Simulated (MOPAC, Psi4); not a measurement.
Conformational energy of SMILES O[SiH2][SiH2]c1cccs1 (C₄H₈OSSi₂). Scanned: dihedral H9–O1–Si2–Si3; all other coordinates were relaxed at GFN2-xTB. Points at φ and −φ are mirror images. Heavy atoms are numbered in the order of the SMILES O[SiH2][SiH2]c1cccs1, hydrogens after them in the order of the atoms that carry them; the mirror image has the same energies with the sign of each dihedral reversed.

- PM6, restricted, heats of formation // GFN2-xTB (MOPAC)
- PBE-D3(BJ)/def2-SVP // GFN2-xTB (Psi4)

Energies relative to the lowest point of each profile, in kJ/mol:

```
φ / °   PM6
-----  ----
-80    0.87
-60    1.59
-40    1.66
-20    1.04
20     1.04
40     1.66
60     1.59
80     0.87
100    0.00
120    0.21
140    1.84
180    4.73
```

Task: Predict the corresponding PBE-D3(BJ)/def2-SVP column.

Result: -80: 0.51; -60: 0.00; -40: 0.44; -20: 1.47; 20: 1.47; 40: 0.44; 60: 0.00; 80: 0.51; 100: 1.57; 120: 2.09; 140: 1.77; 180: 0.83 (kJ/mol).
